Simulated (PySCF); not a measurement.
## Trend along the second period: MF cations

MP2 with double-zeta basis sets in PySCF, for the lowest determinant that a PBE0 search found; no spin–orbit coupling. De refers to high-spin ground-configuration atoms (the charge goes to the atom of lower measured ionisation energy or higher electron affinity, which is not always the lowest computed limit).

```tsv
M	basis	reference, frozen orbitals	charged atom	state (unpaired electrons)	Re (Å)	ωe (cm⁻¹)	De (eV)
Li	cc-pVDZ	UHF, 1	Li+	doublet (π ↑)	2.116	282	0.41
Be	cc-pVDZ	RHF, 1	Be+	singlet (closed shell)	1.374	1363	5.57
B	aug-pcseg-1	UHF, 2	B+	doublet (σ ↑)	1.232	1643	5.27
C	aug-cc-pVDZ	RHF, 2	C+	singlet (closed shell)	1.172	1731	7.60
O	def2-SVP	UHF, 2	O+	triplet (π ↑↑)	1.197	1721	2.31
F	jorge-DZP-DKH	UHF, 2	F+	doublet (π ↑)	1.438	540	3.01
```

(1) By what factor does the well depth vary along the series?

The rows differ in basis set, which adds steps of its own.

The state changes along the series, so neighbouring rows are not always alike in their bonding.

Correlated steps freeze the inner cores (1 to 2 orbitals); shallow outer-core shells are correlated. Weak bonds: LiF⁺. Basis-set superposition, not corrected here, can be much of De in a small basis, most of all at correlated wavefunction levels. For an ion De counts to the pair picked by the measured ionisation energies or electron affinities, which need not be the lowest pair at this level. Where the molecule has an RHF reference, its open-shell atoms are computed with UHF. States were picked by a PBE0 search and need not be the measured ground states.

Results:

(1) At MP2 it runs from 0.41 eV (LiF⁺) to 7.60 eV (CF⁺), a factor of 18.5.
